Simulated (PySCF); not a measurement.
**Radial density of Cl²⁺ (chlorine, charge +2)**

UHF, [Ne] 3s2 3p3, high-spin 4S determinant. All numbers are calculated (PySCF 2.14, the non-relativistic Hamiltonian (point nucleus), in cc-pV(D+d)Z).

```
r (bohr)  4πr²ρ (e/bohr)  4πr²(ρα − ρβ)
 0.00127         0.06213         0.0000
 0.00213          0.1712         0.0000
 0.00358          0.4600         0.0001
 0.00603           1.199         0.0002
  0.0101           2.949         0.0006
  0.0171           6.606         0.0016
  0.0287           12.62         0.0050
  0.0482           18.60         0.0196
  0.0811           18.46         0.0807
   0.136           13.44         0.2674
   0.230           16.69         0.4885
   0.386           17.88         0.2211
   0.650           6.165         0.1837
    1.09           3.775         1.9159
    1.84           2.492         1.5625
    3.09          0.2139         0.1490
    5.20        0.002527         0.0024
```
